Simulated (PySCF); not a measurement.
# Relaxation of doublet CBr₂⁺

Computed with UPBE0/[C def2-TZVP, Br def2-TZVP], no relativity, density fitting, PySCF. A (50,194) grid was used.

A hand-made linear start, of D∞h symmetry, held to at least that symmetry:

```xyz
3
charge 1 multiplicity 2, angstrom
C     0.0000    0.0000    0.0000
Br    0.0000    0.0000    1.8522
Br    0.0000    0.0000   -1.8522
```

Optimiser trace:
| step | E − E(last) (kJ/mol) | largest gradient (Eh/bohr) |
| --- | --- | --- |
| 0 | 56.38 | 0.06864 |
| 1 | 1.86 | 0.01568 |
| 2 | 0.52 | 0.00886 |
| 3 | 0.00 | 0.00057 |
| 4 | 0.00 | 0.00002 |

It ends at D∞h with C–Br 1.708 Å (×2); Br–C–Br 180.0°. A frequency run shows 1 imaginary mode, down to 394i cm⁻¹, so it is a saddle point. Other isomers or separated fragments may lie lower.
